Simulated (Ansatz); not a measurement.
CH₄BFOSi, SMILES `FB1OC[SiH2]1` at its PBE0-D4/def2-TZVP geometry, where that method's forces vanish. Charge 0, multiplicity 1.

```xyz
9

F     0.0329    2.6950   -0.2469
B     0.0653    1.3861   -0.1272
O     1.2382    0.6992   -0.0759
C     0.8279   -0.7011    0.0569
Si   -1.0438   -0.2892    0.0359
H     1.2238   -1.2663   -0.7879
H     1.2397   -1.1029    0.9836
H    -1.7816   -0.6002    1.2884
H    -1.8023   -0.8206   -1.1269
```

What forces (eV/Å) does B3LYP-D4/def2-TZVPP give on these atoms in Ansatz? (Estimate.)

Ansatz gave: 
```
F1  -0.022  0.227 -0.020
B2  -0.050 -0.027  0.000
O3   0.131  0.240 -0.022
C4   0.077 -0.474  0.043
Si5 -0.200 -0.048  0.007
H6  -0.010  0.026  0.065
H7  -0.011  0.013 -0.069
H8   0.042  0.015 -0.080
H9   0.044  0.029  0.075
```

B3LYP here is the variant with VWN-RPA as its local correlation; programs differ in this.
